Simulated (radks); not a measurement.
K4+, 15 electrons, occupied as [Ne] 3s2 3p3 (the NIST ground configuration).

All-electron calculation, scalar-relativistic Kohn-Sham, Slater X-alpha with alpha = 0.677, spin-polarised, spherical densities, finite nucleus; open shells are filled with parallel spins first; Fermi nuclear charge, rms radius 3.4349 fm. Program: a radial shooting solver on a logarithmic mesh with Libxc functionals.

Energy parts (hartree):
part                   energy
total              -594.48207
kinetic             598.69918
electron-nucleus  -1385.08071
Hartree             221.17625
exchange            -29.27679

Orbitals (lengths in bohr, moments of r in powers of bohr; r(max) is where P^2 peaks; r(90%) holds 90 % of the orbital's charge):
[
 {"orbital": "1s up", "occ.": "1", "eigenvalue (hartree)": "-131.4657", "r(max)": "0.05314", "r(90%)": "0.145"},
 {"orbital": "1s down", "occ.": "1", "eigenvalue (hartree)": "-131.4260", "r(max)": "0.05314", "r(90%)": "0.145"},
 {"orbital": "2s up", "occ.": "1", "eigenvalue (hartree)": "-15.22837", "r(max)": "0.3185", "r(90%)": "0.606"},
 {"orbital": "2s down", "occ.": "1", "eigenvalue (hartree)": "-15.18359", "r(max)": "0.3186", "r(90%)": "0.604"},
 {"orbital": "2p up", "occ.": "3", "eigenvalue (hartree)": "-12.59074", "r(max)": "0.2618", "r(90%)": "0.579"},
 {"orbital": "2p down", "occ.": "3", "eigenvalue (hartree)": "-12.53658", "r(max)": "0.2620", "r(90%)": "0.577"},
 {"orbital": "3s up", "occ.": "1", "eigenvalue (hartree)": "-3.31540", "r(max)": "1.036", "r(90%)": "1.73"},
 {"orbital": "3s down", "occ.": "1", "eigenvalue (hartree)": "-3.09313", "r(max)": "1.035", "r(90%)": "1.75"},
 {"orbital": "3p up", "occ.": "3", "eigenvalue (hartree)": "-2.65685", "r(max)": "1.077", "r(90%)": "1.86"},
 {"orbital": "3p down", "occ.": "0", "eigenvalue (hartree)": "-2.44165", "r(max)": "1.079", "r(90%)": "1.90"}
]

The highest occupied level is 3p up at -72.297 eV. The spin density at the nucleus is -0.6234 e/bohr^3 (1s -0.7542, 2s -0.1922, 3s 0.3229). The electron density at the nucleus is 5187 e/bohr^3 (large components only). Summed over all electrons, <r^2> = 9.742 bohr^2, which gives a Langevin (diamagnetic) susceptibility term of -7.72 x 10^-6 cm^3/mol. The density falls to 0.001 e/bohr^3 at r = 2.72 bohr. For comparison, the ionisation energy in NIST's Atomic Spectra Database is 82.7 eV (semi-empirical). In exact Kohn-Sham theory the highest level is minus the ionisation energy, but local and semilocal functionals leave it too shallow, through self-interaction and a potential that decays too fast; potentials with the right tail come closer.
